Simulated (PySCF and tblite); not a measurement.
Values are calculated unless marked as measured or tabulated.
System: C7H5BF2, numbered as in [F:1][B:2]([F:3])/[CH:4]=[CH:5]/[C:6]#[C:7][C:8]1=[CH:9][CH2:10]1.

Motion: rotation about the B2–C4 bond (torsion F1–B2–C4–C5 from 0° to 180°, rising). GFN2-xTB gives an electronic barrier of 5.5 kcal/mol.

**Question.** What does PBE0/pcSseg-1 + D3(BJ), IEF-PCM acetone give on GFN2-xTB geometries?

**Answer.** A barrier of 6.1 kcal/mol, 0.7 above the tight-binding barrier (from unrounded values) and, with GFN2-xTB thermal terms, ΔG‡(298 K) = 6.3 kcal/mol and k = 2.9×10⁸ s⁻¹ (2 equivalent paths).

Programs: tblite and PySCF.
